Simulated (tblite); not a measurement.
C3H4, charge +1, doublet, geometry from GFN2-xTB (a state made from the parent by changing its charge; the spin is typed, not shown lowest); IPEA1-xTB (tblite).

Here is a job for tblite.
```
$ tblite run mol.xyz --method ipea1 --charge 1 --spin 1 --json tblite.json --no-restart

# file mol.xyz
7

C      1.29842590    -0.00034985    -0.00013940
C     -0.00000000    -0.00000000    -0.00000000
C     -1.29842590     0.00034985     0.00013940
H      1.89077598    -0.73460745    -0.54286750
H      1.89128809     0.73358839     0.54246146
H     -1.89081536     0.88870580    -0.21072798
H     -1.89124871    -0.88768675     0.21113402
```

Output, abridged:

```
xTB calculator
 | screened Coulomb repulsion
 | Coulomb electrostatics
 |  * isotropic Klopman-Ohno-Mataga-Nishimoto electrostatics
 |  * onsite third-order electrostatics
 | DFT-D3(BJ) dispersion correction

halogen bonding energy    0.0000000000000E+00 Eh
repulsion energy          2.5255380813658E-01 Eh
dispersion energy        -1.4240874312570E-03 Eh
number of electrons       1.5000000000000E+01 e
integral cutoff           4.0000000000000E+01 bohr

------------------------------------------------------------
  cycle        total energy    energy error   density error
------------------------------------------------------------
      1     -8.817868197604  -9.0689979E+00   5.0137367E-01
      2     -8.804042609840   1.3825588E-02   2.9464495E-01
      3     -8.528426392481   2.7561622E-01   3.0020215E-01
      4     -8.837081920003  -3.0865553E-01   1.1597248E-02
      5     -8.837187064344  -1.0514434E-04   6.2184998E-04
      6     -8.837179994621   7.0697223E-06   1.6034727E-03
      7     -8.837187776957  -7.7823357E-06   2.0120775E-04
      8     -8.837187907647  -1.3068947E-07   2.4433632E-06
------------------------------------------------------------

electronic energy        -9.0883176283519E+00 Eh
total energy             -8.8371879076466E+00 Eh

Post processing:
 | Mayer-Wiberg bond orders

[Info] JSON dump of results written to 'tblite.json'
```
